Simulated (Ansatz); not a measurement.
`[BH2][GaH][SiH2]C` + PH₃ → `C[SiH2]P` + `[BH2][GaH2]`  (cleavage of the Si–Ga bond)

Isolated molecules relaxed with PBE0-D4/def2-TZVP in Ansatz; ΔE leaves out vibrations. CCSD(T)/CBS is the MP2 limit (def2-TZVPP, def2-QZVPP) plus CCSD(T) − MP2 in def2-TZVPP, frozen cores. This one scheme is used for every species. Functionals use def2-TZVPP. B3LYP here is the variant with VWN-RPA as its local correlation; programs differ in this. HSE06 is defined as in plane-wave codes. For Ga outer-core shells are correlated without core-valence functions, which leaves a few kJ/mol of doubt a bond. Scalar relativity is left out up to krypton. Each species was taken in one conformer, which may not be the lowest.

| level | ΔE (kcal/mol) | difference from CCSD(T)/CBS |
| --- | --- | --- |
| r2SCAN-D4 | -0.8 | -0.4 |
| B3LYP-D4 | -0.2 | 0.2 |
| HSE06-D4 | -0.4 | 0.0 |
| ωB97X-V | -1.4 | -1.0 |
| ωB97M-V | -1.2 | -0.8 |
| B2PLYP | -0.5 | -0.1 |
| PBE-QIDH | -1.2 | -0.8 |
| PBE | 0.4 | 0.8 |
| revPBE | 0.5 | 0.9 |
| B3LYP | 0.0 | 0.4 |
| BHLYP | -0.9 | -0.5 |
| MP2/def2-SVP | -0.6 | -0.2 |
| HF/def2-TZVPP | -2.0 | -1.6 |
| SCS-MP2/def2-TZVPP | -1.0 | -0.6 |
| CCSD/def2-TZVPP | -0.2 | 0.2 |
| HF/CBS(def2) | -2.3 | -1.9 |
| CCSD(T)/CBS | -0.4 | 0 |

Largest T1 diagnostic among the species: 0.014.

From BLYP to BHLYP (50 % exact exchange), in def2-TZVPP and without D4, ΔE moves by −1.8 kcal/mol. At CCSD(T), def2-SVP lies +1.0 kcal/mol from the extrapolated value and def2-TZVPP +0.3 kcal/mol.
